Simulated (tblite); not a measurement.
C6H10NO (doublet state).
Numbering: `[CH2:1]=[C:2][C:3](=[O:4])[N:5]([CH3:6])[CH2:7][CH3:8]` (hydrogens: H9, H10 on C1; H11, H12, H13 on C6; H14, H15 on C7; H16, H17, H18 on C8)

Cartesian coordinates in Å at the GFN2-xTB level; atoms count from 1:
```
atom  x, y, z in Å
C1     2.556   -0.693    1.333
C2     1.789   -0.620    0.303
C3     1.153   -0.084   -0.830
O4     1.809    0.351   -1.778
N5    -0.221   -0.120   -0.835
C6    -0.925    0.486   -1.933
C7    -0.981   -0.560    0.307
C8    -1.288    0.574    1.287
H9     2.923   -1.637    1.716
H10    2.875    0.174    1.907
H11   -0.189    0.750   -2.692
H12   -1.455    1.390   -1.621
H13   -1.645   -0.221   -2.353
H14   -1.916   -0.998   -0.056
H15   -0.409   -1.339    0.820
H16   -1.898    1.339    0.816
H17   -0.362    1.030    1.630
H18   -1.826    0.185    2.147
```

Method: GFN2-xTB as coded in tblite; computed harmonic values from a numerical Hessian at the method's own geometry, unscaled. The method is semi-empirical: single wavenumbers can be off by several per cent or more. One conformer, not necessarily the lowest. Open shells enter through the occupations alone, without spin polarisation, and single modes of such species can be off by tens of per cent.

Harmonic wavenumbers (cm⁻¹): 58.6, 64.1, 109.0, 123.5, 150.0, 180.3, 189.9, 272.5, 338.6, 374.0, 402.4, 517.5, 564.3, 606.2, 745.3, 816.1, 858.8, 894.9, 959.2, 1030.9, 1071.4, 1081.5, 1100.4, 1119.3, 1234.4, 1275.2, 1331.4, 1343.2, 1365.7, 1393.3, 1402.0, 1455.0, 1462.5, 1478.7, 1492.0, 1496.7, 1586.0, 1883.3, 2933.6, 2942.8, 2947.0, 2950.7, 2971.3, 3005.8, 3027.2, 3044.0, 3046.5, 3050.4.

A = 2500, B = 1869, C = 1178 MHz; mass 112.076 u (most abundant isotopes); point group C1, symmetry number 1; spin multiplicity 2.

Q: Zero-point energy?

A: ½Σν̃ = 31874 cm⁻¹ = 91.13 kcal/mol.

Q: Give the ideal-gas entropy at 400 K and 1 bar in the rigid-rotor, harmonic-oscillator model (classical rotation).

A: Translation 41.54, rotation 29.33, vibration 39.91, spin (R ln 2) 1.38: S = 112.2 cal/(mol K).

Q: And Cp and H(400 K) − H(0)?

A: Cp = 45.32 cal/(mol K), of which vibrations give 37.37 (their classical limit is 48 R = 95.4); H(400 K) − H(0) = 11.22 kcal/mol without the zero-point energy, 8.04 from vibrations.

Q: How do the functions run with temperature in this model?

A: 
| T (K) | S (cal/(mol K)) | Cp (cal/(mol K)) | H − H(0) (kcal/mol) | G − H(0) (kcal/mol) | ln q(vib) |
| --- | --- | --- | --- | --- | --- |
| 100 | 70.5 | 20.1 | 1.37 | -5.69 | 1.79 |
| 200 | 87.2 | 28.7 | 3.82 | -13.62 | 4.67 |
| 300 | 100.4 | 37.0 | 7.10 | -23.01 | 7.39 |
| 500 | 123.1 | 52.9 | 16.14 | -45.42 | 12.46 |
| 800 | 151.9 | 69.5 | 34.70 | -86.81 | 19.47 |
| 1000 | 168.2 | 76.9 | 49.38 | -118.85 | 23.78 |

q(vib) and H(0) count from the zero-point level.

Q: Blend soft modes into free rotors: weight 1/[1 + (100 cm⁻¹/ν̃)⁴] for the oscillator and the rest for a rotor with moment μB/(μ + B), μ = h/(8π²ν), B = 10⁻⁴⁴ kg m². What vibrational entropy results?

A: 36.87 cal/(mol K) in place of 39.91, which changes −T·S at 400 K by +1.22 kcal/mol.

Q: What must be added to the electronic energy to get the Gibbs energy at 400 K and 1 bar?

A: ZPE + [H(400 K) − H(0)] − T·S = 91.13 + 11.22 − 44.87 = 57.48 kcal/mol.

Hindered rotation and anharmonicity are outside this model. Other conformers, if any are populated, would add a mixing term that is left out. The structure is chiral; the term R ln 2 for an equal mix with its mirror image is left out.

On Arm Neoverse V1, one thread, on a shared host, this took 0.57 s. This covers the Hessian and the dipole derivatives.
